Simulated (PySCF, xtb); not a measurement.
C₅H₁₀Si, SMILES C=C[SiH2]/C=C/C. The values are those of a single conformer.

Harmonic wavenumbers (cm⁻¹) from GFN2-xTB (xtb 6.7.1) at its own minimum, in rising order: 35, 39, 106, 164, 199, 236, 285, 389, 465, 513, 581, 685, 695, 727, 774, 794, 919, 987, 1008, 1009, 1030, 1036, 1098, 1244, 1276, 1306, 1399, 1424, 1477, 1483, 1670, 1689, 2199, 2209, 2991, 3006, 3013, 3016, 3031, 3046, 3065, 3096.

What does PySCF with B3LYP-D3(BJ)/def2-SVP give at its own minimum? (Estimate from the structure and the level; the computed values follow.)

57, 67, 132, 198, 202, 259, 283, 392, 506, 588, 661, 739, 766, 803, 869, 941, 954, 986, 1016, 1017, 1043, 1060, 1094, 1246, 1276, 1328, 1389, 1420, 1450, 1453, 1667, 1697, 2198, 2199, 3014, 3076, 3104, 3107, 3109, 3121, 3125, 3199. Paired by order, the mean absolute difference is 38 cm⁻¹ and the zero-point energies are 79.2 and 81.2 kcal/mol.
